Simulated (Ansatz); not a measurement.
`[SiH3]OB(Cl)Br` + NH₃ → `NB(Cl)O[SiH3]` + HBr at 400 K and 1 bar (ligand exchange at a B–Br bond).

Isolated molecules relaxed with PBE0-D4/def2-TZVP in Ansatz; ΔE leaves out vibrations. CCSD(T)/CBS adds triple-zeta CCSD(T) − MP2 to the extrapolated MP2 energy (def2 sets, frozen cores). This one scheme is used for every species. For Br outer-core shells are correlated without core-valence functions, which leaves a few kJ/mol of doubt a bond. Scalar relativity is left out up to krypton. Each species was taken in one conformer, which may not be the lowest.

```csv
species,CCSD(T)/CBS energy (Eh),H − E (kJ/mol),S (J/(mol·K))
`[SiH3]OB(Cl)Br`,-3424.11513,127.5,398.9
NH₃,-56.50880,104.2,203.1
`NB(Cl)O[SiH3]`,-906.71622,198.7,396.2
HBr,-2573.91920,27.6,207.2
```

H − E and S are ideal-gas, rigid-rotor, harmonic terms from PBE0-D4/def2-TZVP, for one conformer and one mirror image of each species. 1 Eh = 2625.50 kJ/mol, R = 8.31446 J/(mol·K).

**Question.** By hand: ΔE, ΔH, ΔS and ΔG.

**Answer.** ΔE = (-906.71622) + (-2573.91920) − (-3424.11513) − (-56.50880) = -0.01149 Eh = -30.2 kJ/mol. Δ(H − E) = 198.7 + 27.6 − 127.5 − 104.2 = -5.4, so ΔH = -35.6 kJ/mol. ΔS = 396.2 + 207.2 − 398.9 − 203.1 = 1.4 J/(mol·K). ΔG = -35.6 − 400 × (1.4)/1000 = -36.2 kJ/mol.

**Question.** By hand: the equilibrium constant, and the temperature at which ΔG would vanish if ΔH and ΔS stayed fixed.

**Answer.** log₁₀ K = −ΔG/(RT ln 10) = 4.7. ΔH and −TΔS have one sign here, so there is no such temperature.

The number of gas molecules stays the same, so ΔS is small and ΔH decides. A doubt of 5 kJ/mol in ΔE shifts log₁₀ K by 0.7 here. Other conformers and mirror images would add mixing entropy, several J/(mol·K) or more a flexible species. Modes under 60 cm⁻¹, often nearly free rotors, make the harmonic entropy too high. These are equilibria of isolated gas molecules and say nothing of rates. Largest T1 diagnostic: 0.011 (customary marks: 0.02 for closed shells, 0.045 for open ones).

ΔS is within the doubt of such terms, so its sign, and with it that verdict, could turn.
